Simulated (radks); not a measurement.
Problem. All-electron atom: Kr in [Kr]. Calculated with a radial shooting solver on a logarithmic mesh with Libxc functionals: scalar-relativistic Kohn-Sham, PBE, spin-polarised, spherical densities, point nucleus. Some entries of the table are withheld. Estimate them.

orbital,occ.,eigenvalue (eV),<r> (bohr),<r^2> (bohr^2)
1s,2,-14158.64,0.04149,0.002318
2s,2,(1),0.1835,0.03971
2p,6,-1648.465,0.1601,0.03137
3s,2,(2),0.5303,(3)
3p,6,-195.1904,(4),0.3419
3d,10,-81.4014,0.5559,0.3809
4s,2,-23.0491,1.572,2.835
4p,6,-9.2474,1.946,(5)

Solution. 
(1) 2s eigenvalue (eV): -1864.472
(2) 3s eigenvalue (eV): -263.9694
(3) 3s <r^2> (bohr^2): 0.3233
(4) 3p <r> (bohr): 0.5406
(5) 4p <r^2> (bohr^2): 4.462
